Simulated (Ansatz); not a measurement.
## Ligand exchange: SiH(NH2)2(SiH3) + CH6Cl2Si2 → Si(NH2)2(SiH3)2 + SiH(CH3)Cl2

Gas-phase species: SiH(NH2)2(SiH3), singlet; CH6Cl2Si2 `[SiH3]C[SiH](Cl)Cl`, singlet; Si(NH2)2(SiH3)2, singlet; SiH(CH3)Cl2 (methyldichlorosilane), singlet. The partners trade H for SiH3: Si–H and C–SiH3 bonds give way to Si–SiH3 and C–H.

Shapes, held fixed at every level: PBE0-D4/def2-TZVP. Flexible molecules stand in one conformer, not always the lowest. Programs: Ansatz 0.2.0. Electronic energies: no zero-point or thermal term.

```
               level                    kind  ΔE (kJ/mol)  less CCSD(T)/CBS estimate
 B3LYP-D4/def2-TZVPP           global hybrid         +1.0                       -5.6
  PBE0-D4/def2-TZVPP           global hybrid         -4.2                      -10.8
  wB97M-V/def2-TZVPP  range-separated hybrid        +10.1                       +3.5
  wB97X-V/def2-TZVPP  range-separated hybrid         +5.0                       -1.6
  CCSD(T)/def2-TZVPP   coupled cluster or CI         +7.1                       +0.5
     CCSD/def2-TZVPP   coupled cluster or CI         +8.5                       +1.9
CCSD(T)/CBS estimate   coupled cluster or CI         +6.6                        0.0
```

The highest level, CCSD(T)/CBS estimate, gives ΔE = +6.6 kJ/mol; the levels span -4.2 to +10.1. They disagree on the sign: 6 of 7 are positive. The column of differences is taken from that level and isn't an error. No measured value is set beside it here. The CBS estimate extrapolates MP2 from def2-TZVPP and def2-QZVPP and adds CCSD(T) − MP2 in the triple-zeta set, cores frozen.
